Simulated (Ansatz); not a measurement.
`CC[O][Ga]([F])[Cl]` + H–F → `[F][Ga]([F])[Cl]` + `CCO` at 400 K and 1 bar (ligand exchange at a Ga–O bond).

Isolated molecules relaxed with PBE0-D4/def2-TZVP in Ansatz; ΔE leaves out vibrations. CCSD(T)/CBS adds triple-zeta CCSD(T) − MP2 to the extrapolated MP2 energy (def2 sets, frozen cores). This one scheme is used for every species. For Ga outer-core shells are correlated without core-valence functions, which leaves a few kJ/mol of doubt a bond. Scalar relativity is left out up to krypton. Each species was taken in one conformer, which may not be the lowest.

| species | CCSD(T)/CBS energy (Eh) | H − E (kJ/mol) | S (J/(mol·K)) |
| --- | --- | --- | --- |
| `CC[O][Ga]([F])[Cl]` | -2637.91891 | 231.4 | 433.5 |
| H–F | -100.39570 | 36.5 | 182.2 |
| `[F][Ga]([F])[Cl]` | -2583.43598 | 37.6 | 333.8 |
| `CCO` | -154.88256 | 231.6 | 290.7 |

H − E and S are ideal-gas, rigid-rotor, harmonic terms from PBE0-D4/def2-TZVP, for one conformer and one mirror image of each species. 1 Eh = 2625.50 kJ/mol, R = 8.31446 J/(mol·K).

Q: By hand: ΔE, ΔH, ΔS and ΔG.

A: ΔE = (-2583.43598) + (-154.88256) − (-2637.91891) − (-100.39570) = -0.00393 Eh = -10.3 kJ/mol. Δ(H − E) = 37.6 + 231.6 − 231.4 − 36.5 = 1.3, so ΔH = -9.0 kJ/mol. ΔS = 333.8 + 290.7 − 433.5 − 182.2 = 8.8 J/(mol·K). ΔG = -9.0 − 400 × (8.8)/1000 = -12.5 kJ/mol.

Q: By hand: the equilibrium constant, and the temperature at which ΔG would vanish if ΔH and ΔS stayed fixed.

A: log₁₀ K = −ΔG/(RT ln 10) = 1.6. ΔH and −TΔS have one sign here, so there is no such temperature.

TΔS isn't small against ΔH here. A doubt of 5 kJ/mol in ΔE shifts log₁₀ K by 0.7 here. Other conformers and mirror images would add mixing entropy, several J/(mol·K) or more a flexible species. Modes under 60 cm⁻¹, often nearly free rotors, make the harmonic entropy too high. These are equilibria of isolated gas molecules and say nothing of rates. Largest T1 diagnostic: 0.014 (customary marks: 0.02 for closed shells, 0.045 for open ones).

ΔS is within the doubt of such terms, so its sign, and with it that verdict, could turn.
